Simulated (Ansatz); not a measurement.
`N[CH2][InH2]` + H₂ → `[InH3]` + CH₃NH₂  (hydrogenolysis of the In–C bond)

Program: Ansatz. Geometries: PBE0-D4/def2-TZVP. ΔE: electronic, gas phase. CCSD(T)/CBS adds triple-zeta CCSD(T) − MP2 to the extrapolated MP2 energy (def2 sets, frozen cores). This one scheme is used for every species. def2 core potentials past Kr. For In outer-core shells are correlated without core-valence functions, which leaves a few kJ/mol of doubt a bond. Each species was taken in one conformer, which may not be the lowest.

| species | CCSD(T)/CBS(def2) energy (Eh) |
| --- | --- |
| `N[CH2][InH2]` | -286.12674 |
| H₂ | -1.17544 |
| `[InH3]` | -191.56739 |
| CH₃NH₂ | -95.75281 |

Task: Work out ΔE.

Result: ΔE = (-191.56739) + (-95.75281) − (-286.12674) − (-1.17544) = -0.01802 Eh = -47.3 kJ/mol.

Largest T1 diagnostic among the species: 0.014.

From PBE to PBE0 (25 % exact exchange), in def2-TZVPP and without D4, ΔE moves by −6.8 kJ/mol. Leaving LDA and LC-ωPBE aside and taking each functional with its dispersion term where it has one, the values, not all of them listed here, spread over 23.7 kJ/mol, from B97M-V to revPBE-D4.
